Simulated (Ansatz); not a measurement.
Consider the cleavage of the Si–Al bond: `[OH][AlH][SiH2]O` + `[OH][GeH2][OH]` → `O[SiH2][O][GeH2][OH]` + `[OH][AlH2]`.

Computed with Ansatz on PBE0-D4/def2-TZVP structures; ΔE is electronic, products minus reactants. CBS: MP2 limit from def2 TZ/QZ plus the TZ coupled-cluster correction, frozen cores. This one scheme is used for every species. DFT in def2-TZVPP. B3LYP here is the variant with VWN-RPA as its local correlation; programs differ in this. For Ge outer-core shells are correlated without core-valence functions, which leaves a few kJ/mol of doubt a bond. Scalar relativity is left out up to krypton. One conformer a species, not always the lowest.

```tsv
level	ΔE (kcal/mol)	difference from CCSD(T)/CBS
PBE-D4	-27.4	7.0
r2SCAN-D4	-32.9	1.5
PBE0-D4	-30.0	4.4
B3LYP-D4	-34.0	0.4
ωB97X-V	-33.8	0.6
ωB97M-V	-35.5	-1.1
B2PLYP	-35.0	-0.6
PBE	-26.8	7.6
r2SCAN	-32.7	1.7
PBE0	-29.5	4.9
B3LYP	-33.1	1.3
HF/def2-TZVPP	-40.0	-5.6
MP2/def2-TZVPP	-36.8	-2.4
SCS-MP2/def2-TZVPP	-37.2	-2.8
CCSD/def2-TZVPP	-35.4	-1.0
CCSD(T)/def2-TZVPP	-34.8	-0.4
HF/def2-QZVPP	-40.5	-6.1
MP2/def2-QZVPP	-36.8	-2.4
SCS-MP2/def2-QZVPP	-37.1	-2.7
HF/CBS(def2)	-40.5	-6.1
MP2/CBS(def2)	-36.4	-2.0
CCSD/CBS(def2)	-35.0	-0.6
CCSD(T)/CBS	-34.4	0
```

Largest T1 diagnostic among the species: 0.013.

The D4 term adds −0.9 kcal/mol with B3LYP and −0.5 kcal/mol with PBE0; it sums over pairs of atoms, weighted by their polarisabilities, and B3LYP, whose exchange is more repulsive, gets the larger term. From PBE to PBE0 (25 % exact exchange), in def2-TZVPP and without D4, ΔE moves by −2.7 kcal/mol. In def2-TZVPP, CCSD(T) changes the Hartree–Fock value by +5.3 kcal/mol (the triples alone add +0.7 kcal/mol) and MP2 by +3.2 kcal/mol.
